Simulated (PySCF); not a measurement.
Two-dimensional NMR puzzle

Compound of formula C9H8NP. Correlations simulated from computed shifts and the bond graph:

HSQC (one-bond C–H):
```tsv
δH	δC
8.46	129.6
8.08	141.6
7.32	145.4
6.49	120.2
5.81	120.2
3.06	27.5
```

COSY cross peaks (H two or three bonds apart, from the bond graph; peaks can be absent where the dihedral angle is near 90°):
```tsv
δH	δH
8.46	8.08
7.32	6.49
7.32	5.81
6.49	5.81
```

HMBC (two and three bonds, from the bond graph):
```tsv
δH	δC
8.46	180.2, 145.4, 141.6, 121.0
8.08	186.9, 180.2, 129.6, 123.3, 121.0
7.32	180.2, 129.6, 120.2
6.49	180.2, 145.4
5.81	180.2, 145.4
3.06	186.9, 121.0
```

Carbons without hydrogens: δ 186.9, 180.2, 123.3, 121.0.

- shielding tensors at PBE0/pcSseg-1 (GIAO)
- geometry: GFN2-xTB
- run in PySCF 2.14
- equivalent nuclei averaged, a single conformation, gas phase, relativity neglected

Shifts are taken against calculated references (same method and geometry level): ¹H (σref 31.72) and ¹³C (σref 186.93) vs TMS.

Exchangeable hydrogens are left out of these lists.

Question: Work out the connectivity.

Answer: `C=Cc1ccc(C#N)c(C)p1`.

Atom-mapped SMILES (the numbers label the heavy atoms): `[CH2:1]=[CH:2][c:3]1[cH:4][cH:5][c:6]([C:7]#[N:8])[c:9]([CH3:10])[p:11]1` (H(Xn): hydrogen on atom n). Ha(C1) is cis to C3; Hb(C1) is trans to C3.

- δC 186.9 is C9, a substituted aromatic carbon.
- δC 180.2 is C3, a substituted aromatic carbon.
- δC 145.4 is C2, an alkene CH (δH 7.32).
- δC 141.6 is C5, an aromatic CH (δH 8.08).
- δC 129.6 is C4, an aromatic CH (δH 8.46).
- δC 123.3 is C7, a nitrile carbon.
- δC 121.0 is C6, a substituted aromatic carbon.
- δC 120.2 is C1, a terminal =CH2 carbon (δH 6.49, 5.81).
- δC 27.5 is C10, a methyl carbon on an aromatic ring (δH 3.06).
- HMBC from δH 8.46 reaches the proton-free carbons C3, C6.
- HMBC from δH 8.08 reaches the proton-free carbons C9, C3, C7, C6.
- HMBC from δH 7.32 reaches the proton-free carbon C3.
- HMBC from δH 6.49 reaches the proton-free carbon C3.
- COSY links 8.46–8.08, 7.32–6.49, 7.32–5.81, 6.49–5.81.

The data come from this structure; uniqueness wasn't tested.

Shifts are as computed. Against solution values, carbons near 30 ppm lie about +3 ppm off and those near 130 ppm about +5 ppm. Of 1211 compounds with measured shifts, 218 miss one by over three times the rms of a fit or turn the order of signals round; such compounds aren't used in these exercises.
